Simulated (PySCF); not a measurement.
# Polarisability and C₆ of Ne²⁺ (neon, charge +2)

[He] 2s2 2p4, high-spin 3P determinant. All numbers are calculated (PySCF 2.14, the non-relativistic Hamiltonian (point nucleus), in aug-cc-pVQZ with one added diffuse shell each of s, p, d, f, g type (7s6p5d4f3g, 105 functions)). Coupled (time-dependent) response in atomic units; α is the mean over directions.

```
method  mean α (bohr³)            α xx, yy, zz  C₆ (like pair)   S(−4)
   UHF          0.8307  0.9051, 0.6818, 0.9051           1.034  0.3619
   PBE          0.8728  0.9386, 0.7411, 0.9386           1.110  0.3948
  PBE0          0.8574  0.9253, 0.7217, 0.9253           1.083  0.3806
revPBE          0.8743  0.9407, 0.7415, 0.9407           1.112  0.3968
M06-2X          0.8827  0.9673, 0.7137, 0.9673           1.090  0.4820
```

S(−4) is the Cauchy moment in α(ω) = α(0) + S(−4) ω² + …

α(iu) at revPBE:

```tsv
u (hartree)	α(iu) (bohr³)
0	0.8743
0.0500	0.8733
0.100	0.8703
0.200	0.8590
0.300	0.8412
0.500	0.7926
0.750	0.7210
1.00	0.6493
1.50	0.5230
2.00	0.4230
3.00	0.2856
5.00	0.1497
```

A single London oscillator, α(iu) = α/(1 + u²/ω²), gives C₆ = (3/4) ω α². Matching the computed C₆ needs ω = 4 × 1.112 / (3 × 0.8743²) = 1.94 hartree.

For an ion, C₆ is the dispersion term alone; charge-induced terms of lower order in 1/R come first.

The components differ because the open shell of this determinant is not spherical; for a pure term their mean is the scalar polarisability.
